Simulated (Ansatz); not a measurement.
Gas-phase electronic energies from Ansatz, PBE0-D4/def2-TZVP geometries. CBS: MP2 limit from def2 TZ/QZ plus the TZ coupled-cluster correction, frozen cores. This one scheme is used for every species. DFT in def2-TZVPP. For Ge outer-core shells are correlated without core-valence functions, which leaves a few kJ/mol of doubt a bond. Scalar relativity is left out up to krypton. Each species was taken in one conformer, which may not be the lowest.

Reaction (hydrogenolysis of a Ge–C bond): `[OH][GeH]([SH])[CH2]F` + H₂ → `[OH][GeH2][SH]` + fluoromethane

`[OH][GeH]([SH])[CH2]F`:

```xyz
10

O    -0.810    1.254   -1.231
Ge   -0.571    0.142    0.133
S    -0.936   -1.957   -0.486
C     1.304    0.198    0.739
F     2.131   -0.267   -0.270
H    -0.343    0.960   -2.017
H    -1.564    0.626    1.197
H    -2.253   -1.760   -0.666
H     1.451   -0.424    1.626
H     1.590    1.228    0.975
```

H₂:

Cartesian coordinates in Å:
```
H 0.340 0.096 -0.121
H -0.340 -0.096 0.121
```

`[OH][GeH2][SH]`:

Cartesian coordinates in Å:
```
O -0.561 0.934 1.160
Ge 0.542 0.226 -0.039
S -0.531 -1.211 -1.346
H -1.362 1.279 0.757
H 1.087 1.295 -0.999
H 1.617 -0.454 0.813
H -0.792 -2.070 -0.346
```

`CF`:

Z-matrix (Å, degrees):
```
C
F 1 1.376
H 1 1.092 2 109.1
H 1 1.092 2 109.1 3 -120.0
H 1 1.092 2 109.1 3 120.0
```

```json
{"species": "`[OH][GeH]([SH])[CH2]F`", "r2SCAN-D4 energy (Eh)": "-2691.39274"}
{"species": "H₂", "r2SCAN-D4 energy (Eh)": "-1.17130"}
{"species": "`[OH][GeH2][SH]`", "r2SCAN-D4 energy (Eh)": "-2552.84708"}
{"species": "`CF`", "r2SCAN-D4 energy (Eh)": "-139.73237"}
```

Task: Work out ΔE.

Result: ΔE = (-2552.84708) + (-139.73237) − (-2691.39274) − (-1.17130) = -0.01541 Eh = -40.5 kJ/mol. CCSD(T)/CBS gives -43.0 kJ/mol.

Largest T1 diagnostic among the species: 0.012.

In def2-TZVPP, CCSD(T) changes the Hartree–Fock value by +29.2 kJ/mol (the triples alone add +5.3 kJ/mol) and MP2 by +33.2 kJ/mol. The D4 term adds +10.4 kJ/mol with B3LYP and +5.8 kJ/mol with PBE0; it sums over pairs of atoms, weighted by their polarisabilities, and B3LYP, whose exchange is more repulsive, gets the larger term. From PBE to PBE0 (25 % exact exchange), in def2-TZVPP and without D4, ΔE moves by −5.9 kJ/mol.

B3LYP here is the variant with VWN-RPA as its local correlation; programs differ in this.
